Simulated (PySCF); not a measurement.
# What a mistake does to a calculation on ClGeH4NSi

Calculated results; nothing here was measured. They come from PySCF 2.14.0, an open-source quantum chemistry program, on an isolated molecule that a program drew, which may never have been made. The molecule is ClGeH4NSi (charge 0, singlet), drawn as the SMILES string `N[Si][GeH2][Cl]`.

Each row is a Hartree-Fock (HF) and frozen-core CCSD(T) single point in the cc-pV(D+d)Z basis, meant for a local HF minimum. Run 1 is clean. Each other run has one planted mistake out of seven kinds, and not every kind appears here: one electron removed, one electron added, multiplicity raised by two, geometry at a saddle point, minimal basis STO-3G, one bond length entered in bohr, all coordinates scaled. The reference is restricted for singlets and unrestricted otherwise, and also for a bond in bohr. Adding or removing an electron swaps singlet and doublet. Electrons count all cores. HOMO and LUMO are orbital energies over both spins, the gradient is its largest component, and the lowest frequency (negative if imaginary) is given only where the gradient is small. Bond lengths are over the 7 bonds as drawn. T1 is the CCSD diagnostic: over 0.02 (restricted) or 0.045 (unrestricted) a single reference is doubtful. Germanium has the cc-pVDZ-PP basis, with a core potential (ECP10MDF) in place of its 10 inner electrons, and its 3s, 3p and 3d shells are frozen in CCSD(T).

Geometry of the clean run:
```xyz
8
ClGeH4NSi, angstrom
N     0.5115    0.4590   -1.3047
Si    0.5653   -1.1943   -0.9134
Ge   -0.3331   -0.9525    1.3835
Cl    1.4546   -1.1786    2.6673
H     0.8609    0.7847   -2.1883
H     0.1948    1.2238   -0.7379
H    -1.3043   -2.0264    1.8835
H    -0.9027    0.4265    1.7597
```

| run | electrons | basis functions | <S^2> | HOMO (eV) | LUMO (eV) | gradient (hartree/bohr) | lowest frequency (cm^-1) | mean bond (Å) | longest bond (Å) | T1 | HF (hartree) | CCSD(T) (hartree) | mistake |
|---|---|---|---|---|---|---|---|---|---|---|---|---|---|
| 1 | 74 | 103 | 0.000 | -8.56 | 1.04 | 9.3e-06 | 30 | 1.6384 | 2.478 | 0.0152 | -1098.63633 | -1099.18879 | no fault |
| 2 | 74 | 103 | 0.000 | -8.50 | 1.14 | 1.6e-02 | - | 1.6154 | 2.443 | 0.0147 | -1098.63480 | -1099.18533 | all coordinates scaled |
| 3 | 74 | 103 | 1.000 | -7.29 | 0.34 | 1.2e-02 | - | 1.9534 | 4.683 | 0.0183 | -1098.57616 | -1099.10458 | one bond length entered in bohr |
| 4 | 75 | 103 | 0.770 | -0.57 | 7.31 | 5.3e-02 | - | 1.6384 | 2.478 | 0.0190 | -1098.62628 | -1099.18379 | one electron added |
| 5 | 74 | 103 | 2.012 | -7.03 | -0.20 | 3.4e-02 | - | 1.6384 | 2.478 | 0.0218 | -1098.57707 | -1099.10596 | ? |

**Which mistake was planted in run 5, and what did it cost?**

Electrons, basis and geometry are unchanged, and <S^2> is 2.012, beside S(S+1) = 2.00 for a multiplicity of 3. So the mistake is: multiplicity raised by two. Subtracting run 1 and multiplying by 627.51 kcal/mol a hartree, the energy moved by 37.2 kcal/mol in HF and 52.0 kcal/mol in CCSD(T).

Cautions from the logs. Run 4: the added electron raises the CCSD(T) energy, so it isn't bound in this basis.
